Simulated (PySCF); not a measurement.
## Partial charges of `C=NC(=C)O[SiH2]C=O`

Species: C₄H₇NO₂Si.
Cartesian coordinates in Å at the GFN2-xTB level; atoms count from 1:
```
atom  x, y, z in Å
C1    -1.423    1.015    0.667
N2    -0.576    0.477   -0.087
C3    -0.586   -0.825   -0.565
C4    -1.676   -1.494   -0.940
O5     0.654   -1.320   -0.721
Si6    1.996   -0.467   -0.263
C7     1.452    1.376   -0.361
O8     1.534    2.201    0.522
H9    -2.292    0.502    1.078
H10   -1.261    2.049    0.936
H11   -1.593   -2.467   -1.385
H12   -2.655   -1.066   -0.833
H13    2.357   -0.843    1.099
H14    2.945   -0.832   -1.304
H15    1.119    1.703   -1.373
```

Density: PBE0/pcSseg-1 (PySCF); schemes: Mulliken, IAO, Hirshfeld and ESP-fitted. The structure is a single GFN2-xTB conformer in the gas phase; no vibrational or solvent corrections.

Task: What partial charge does each atom carry?

Result: In e:

| atom | environment | Mulliken | IAO | Hirshfeld | ESP-fitted |
| --- | --- | --- | --- | --- | --- |
| C1 | imine carbon | +0.091 | -0.080 | +0.051 | +0.001 |
| N2 | imine nitrogen | -0.565 | -0.209 | -0.069 | -0.236 |
| C3 | vinylic carbon bearing oxygen | +0.383 | +0.291 | +0.113 | +0.494 |
| C4 | terminal =CH2 carbon | -0.164 | -0.405 | -0.146 | -0.727 |
| O5 | silyl ether oxygen | -0.593 | -0.585 | -0.200 | -0.420 |
| Si6 | oxygen-bound silicon | +0.818 | +0.958 | +0.403 | +0.565 |
| C7 | carbonyl carbon | +0.026 | -0.005 | +0.016 | +0.261 |
| O8 | carbonyl oxygen | -0.409 | -0.439 | -0.270 | -0.482 |
| H9 | hydrogen on a C=N carbon | +0.126 | +0.140 | +0.065 | +0.114 |
| H10 | hydrogen on a C=N carbon | +0.144 | +0.175 | +0.068 | +0.137 |
| H11 | vinylic hydrogen | +0.131 | +0.172 | +0.050 | +0.255 |
| H12 | vinylic hydrogen | +0.124 | +0.156 | +0.044 | +0.241 |
| H13 | Si–H hydrogen | -0.091 | -0.134 | -0.071 | -0.095 |
| H14 | Si–H hydrogen | -0.113 | -0.127 | -0.070 | -0.108 |
| H15 | formyl hydrogen | +0.093 | +0.090 | +0.018 | -0.001 |

Mean size of the charges over all atoms: ESP-fitted 0.276 e, IAO 0.264 e, Mulliken 0.258 e, Hirshfeld 0.110 e. Each set sums to the total charge, 0, to within 0.001 e. The Hirshfeld scheme weights the molecular density at each point by an atom's share of the summed free-atom densities. The IAO scheme counts the electrons in orthogonalised intrinsic atomic orbitals, a minimal basis polarised so that it spans the occupied orbitals exactly.

Lowest charge. The schemes don't all agree: Mulliken O5 (-0.593); IAO O5 (-0.585); Hirshfeld O8 (-0.270); ESP-fitted C4 (-0.727).

Highest charge. All schemes agree: Mulliken Si6 (+0.818); IAO Si6 (+0.958); Hirshfeld Si6 (+0.403); ESP-fitted Si6 (+0.565).

Task: Sum the charges by element, for elements with more than one atom.

Result: 
```
element  atoms  Mulliken     IAO  Hirshfeld  ESP-fitted
      C      4    +0.336  -0.198     +0.034      +0.029
      O      2    -1.002  -1.024     -0.471      -0.902
      H      7    +0.414  +0.473     +0.103      +0.544
```

Task: How many electrons does the IAO scheme count on C1?

Result: Z − q = 6 − (-0.080) = 6.080.

Task: How closely do the schemes follow one another over all atoms?

Result: Correlation coefficient and root-mean-square difference: IAO with Hirshfeld 0.97, 0.212 e; Mulliken with IAO 0.93, 0.129 e; Mulliken with Hirshfeld 0.92, 0.216 e; IAO with ESP-fitted 0.88, 0.170 e; Hirshfeld with ESP-fitted 0.87, 0.228 e; Mulliken with ESP-fitted 0.82, 0.206 e.
